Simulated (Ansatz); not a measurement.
The same hydrogenolysis along the group F, Cl, Br.

Calculated with Ansatz (gas phase, PBE0-D4/def2-TZVP geometries, no zero-point term in ΔE). CCSD(T)/CBS adds triple-zeta CCSD(T) − MP2 to the extrapolated MP2 energy (def2 sets, frozen cores). This one scheme is used for every species. Functionals use def2-TZVPP. B3LYP here is the variant with VWN-RPA as its local correlation; programs differ in this. Elements past krypton have def2 core potentials. For Br, Sn outer-core shells are correlated without core-valence functions, which leaves a few kJ/mol of doubt a bond. Scalar relativity is left out up to krypton.

```
                                                     reaction  B3LYP-D4 (eV)  r2SCAN-D4 (eV)
       `[F][Sn]([F])([F])[F]` + H₂ → `[F][SnH]([F])[F]` + H–F           0.02            0.10
`[Cl][Sn]([Cl])([Cl])[Cl]` + H₂ → `[Cl][SnH]([Cl])[Cl]` + HCl           0.61            0.63
`[Br][Sn]([Br])([Br])[Br]` + H₂ → `[Br][SnH]([Br])[Br]` + HBr           0.83            0.82
```

Problem. Give the CCSD(T)/CBS values in the same order. (An estimate is asked.)

Solution. Ansatz gave: 0.02, 0.61, 0.83 eV.

Largest T1 diagnostic: 0.015, for `[F][Sn]([F])([F])[F]`.
